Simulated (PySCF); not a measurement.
B3LYP has the VWN-RPA correlation part, as in Gaussian. 

**H₆BN₃, SMILES `NB(N)N` (charge 0, multiplicity 1)**

Level of theory: PySCF with B3LYP-D3(BJ)/def2-TZVP.

The HOMO is -6.30 eV and the dipole moment comes out as 0.03 D. The HOMO–LUMO gap is 6.81 eV, the LUMO is 0.51 eV and the S1 excitation (TDA) comes out as 5.77 eV. The S1 oscillator strength is 0.000 and the brightest of the four lowest singlets (TDA) is 6.86 eV. The T1 excitation (TDA) is 5.50 eV and the S1–T1 gap (TDA) is 0.27 eV. The vertical ionisation energy (Delta-SCF) comes out as 8.80 eV, the total energy is -192.9434 Ha and the cost is very roughly 60 core-seconds.

```xyz
10

N      1.3386    -0.4967    -0.0172
B     -0.0003     0.0001    -0.0001
N     -0.2532     1.3625     0.3516
N     -1.0884    -0.8650    -0.3341
H      1.5714    -1.4438    -0.2517
H      2.1387     0.0693     0.1970
H     -1.1637     1.7799     0.2907
H      0.4795     2.0330     0.4951
H     -2.0491    -0.5890    -0.2454
H     -0.9734    -1.8503    -0.4858
```
Charge 0, spin multiplicity 1.
